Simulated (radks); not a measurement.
Coulomb parameter of the 4f shell of the dysprosium ion Dy3+ in the model configuration [Xe] 4f7.5 6p1.5, as a second difference U = [E(n + 0.25) + E(n - 0.25) - 2 E(n)] / (0.25)^2 with all orbitals relaxed. "Bare": the charge of the atom changes with n. "Screened": the 6p shell takes up the change at fixed total charge, which measures U(4f,4f) + U(6p,6p) - 2 U(4f,6p). Calculated with a radial shooting solver on a logarithmic mesh with Libxc functionals: scalar-relativistic Kohn-Sham, SCAN, spin-unpolarised, spherical densities, finite nucleus; meta-GGA in the generalised Kohn-Sham scheme; Fermi nuclear charge, rms radius 5.2218 fm.

case                 configuration  E - E(n) (eV)
start             [Xe] 4f7.5 6p1.5          0.000
bare +0.25       [Xe] 4f7.75 6p1.5        -12.538
bare -0.25       [Xe] 4f7.25 6p1.5         13.867
screened +0.25  [Xe] 4f7.75 6p1.25         -7.573
screened -0.25  [Xe] 4f7.25 6p1.75          8.225

U(bare) = 21.273 eV, U(screened by 6p) = 10.439 eV, against the Slater integral F0(4f,4f) = 33.645 eV with frozen orbitals.
